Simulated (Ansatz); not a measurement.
Diatomic BO, multiplicity 2 (the spin of the measured ground state).

The constants come from a fifth-degree fit in 1/R (seven points, main isotopes). Runs in def2 and cc sets follow the lowest solution found near the PBE0 minimum.

Frozen-core correlation. CBS: X⁻³ extrapolation of the correlation energy, Hartree–Fock from the larger set.

The values were computed with Ansatz (Gaussian basis) for Hartree–Fock, density functionals and correlated methods. Each number belongs to the level named beside it.

Quantity: ω_e, from seven points a level.

Costs are ratios of core time to PBE/def2-TZVPP (roughly 3 s), for whole runs (searches for the state included, and forces where a run took them) on one shared machine, so rough; each error counts from the measured 1885.3 cm⁻¹ [Irikura, J. Phys. Chem. Ref. Data 36, 389 (2007)].

```tsv
level	basis functions	cost
PBE/def2-TZVPP	62	×1
PBE0/def2-TZVPP	62	×1
BHLYP/def2-TZVPP	62	×1
B3LYP/def2-TZVPP	62	×1
B2PLYP/def2-TZVPP	62	×2
wB97X-V/def2-TZVPP	62	×3
CCSD(T)/def2-TZVPP	62	×5
CCSD(T)/aug-cc-pVTZ	92	×10
CCSD(T)/def2-QZVPP	114	×30
CCSD(T)/CBS(def2-TZVPP, def2-QZVPP)	-	×30
CCSD(T)/aug-cc-pVQZ	160	×70
CCSD(T)/CBS(aug-cc-pVTZ, aug-cc-pVQZ)	-	×90
```

Question: Which is the cheapest listed level whose error stays within 19 cm⁻¹?

Answer: B2PLYP/def2-TZVPP (-15 cm⁻¹, cost ×2).

Question: What does the step from CCSD(T)/aug-cc-pVTZ to CCSD(T)/aug-cc-pVQZ cost and buy?

Answer: 92 to 160 functions, cost ×6 (rough); the error goes from -19 to -1 cm⁻¹.

Each error (cm⁻¹): PBE/def2-TZVPP -41; PBE0/def2-TZVPP 49; BHLYP/def2-TZVPP 121; B3LYP/def2-TZVPP 29; B2PLYP/def2-TZVPP -15; wB97X-V/def2-TZVPP 45; CCSD(T)/def2-TZVPP -13; CCSD(T)/aug-cc-pVTZ -19; CCSD(T)/def2-QZVPP 2; CCSD(T)/CBS(def2-TZVPP, def2-QZVPP) 9; CCSD(T)/aug-cc-pVQZ -1; CCSD(T)/CBS(aug-cc-pVTZ, aug-cc-pVQZ) 9.

Ansatz is a program for electronic structure.
